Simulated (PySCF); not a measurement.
BrClH₃NSi, SMILES N[SiH](Cl)Br.

Geometry: B3LYP-D3(BJ)/def2-SVP. The structure was generated by enumeration, and PubChem lists no compound with its InChIKey, so it may never have been made. One conformer was computed; it need not be the lowest.

All values below come from ωB97X/def2-TZVP in PySCF.

The molecule is in vacuum.

Computed frontier levels, gap, dipole moment and polarisability:
```yaml
highest_occupied_level: -10.58 eV
lowest_empty_level: 2.12 eV
orbital_gap: 12.70 eV
dipole_moment: 2.41 D
quadrupole, principal values (traceless, Buckingham form, about the centre of nuclear charge): -8.96, 1.11, 7.84 D·Å
mean_static_polarisability: 61.2 bohr³ (9.07 Å³)
polarisability_principal_values: 51.4, 61.1, 71.2 bohr³
```
